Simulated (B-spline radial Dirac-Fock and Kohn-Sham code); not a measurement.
ΔSCF core binding energies without Breit or QED terms, calculated with a radial B-spline solver.

A sound run for atomic lutetium, configuration 1s2 2s2 2p6 3s2 3p6 3d10 4s2 4p6 4d10 4f14 5s2 5p6 5d1 6s2: The ground state converged in 13 iterations, with total energy -14572.44807 Ha, virial ratio 1.89758 and highest orbital energy -5.03 eV. ΔSCF binding energies: K (1s) 63621.1 eV, L3 (2p3/2) 9275.7 eV, M5 (3d5/2) 1598.5 eV.

A second run, with one unsound setting: The ground state converged in 15 iterations, with total energy -227.44134 Ha, virial ratio 30.64519 and highest orbital energy -0.66 eV. ΔSCF binding energies: K (1s) 16.59 eV, L3 (2p3/2) 15.86 eV, M5 (3d5/2) 14.45 eV.

```
iter   energy (Ha)        error
   1     -131.22107644  2.63e-01
   2      -70.81850901  1.61e+00
   3     -220.94835452  1.67e-01
   4     -225.03530898  1.11e-01
   5     -220.65766931  2.30e-01
   6     -226.64774580  6.18e-02
   7     -227.20247520  3.50e-02
   8     -227.41660768  9.36e-03
   9     -227.43673171  4.14e-03
  15     -227.44134459  5.69e-07
```

Q: Which fault fits the second run best?
A. tolerance below the noise
B. functional not served
C. unbound anion
D. nuclear radius in wrong units

A: D. The input had radius_factor = 100000.0: radius_factor inflates the nucleus far beyond its size, which weakens the binding of the inner electrons.
